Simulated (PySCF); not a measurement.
C2H5NOSi, SMILES N#CC[SiH2]O. Heavy atoms are numbered as in [N:1]#[C:2][CH2:3][SiH2:4][OH:5]. Hydrogens are named by the atom that carries them.

The structure is a stationary point at B3LYP-D3(BJ)/def2-SVP. This is a generated structure with no PubChem entry under its InChIKey; it may be hypothetical. Other conformers were not sampled.

Level of theory: PySCF with KT2/pcSseg-1.

GIAO shieldings, no solvent; atoms alike by connectivity are averaged. δ = σ(ref) − σ: ¹⁵N against NH3 (σ = 266.2 ppm); ¹³C against TMS (σ = 185.1 ppm); ²⁹Si against TMS (σ = 361.9 ppm); ¹⁷O against H2O (σ = 330.4 ppm); ¹H against TMS (σ = 31.47 ppm), references at their B3LYP-D3(BJ)/def2-TZVP geometries, non-relativistic.

Computed chemical shifts:
| nucleus | atoms | count | δ (ppm) |
|---|---|---|---|
| ¹⁵N | N1 | 1 | 286.1 |
| ¹³C | C2 | 1 | 107.8 |
| ¹³C | C3 (CH2) | 1 | 5.0 |
| ²⁹Si | Si4 (SiH2) | 1 | -11.8 |
| ¹⁷O | O5 (OH) | 1 | 18.6 |
| ¹H | H on Si4 | 2 | 5.51 |
| ¹H | H on C3 | 2 | 2.26 |
| ¹H | H on O5 | 1 | 0.87 |
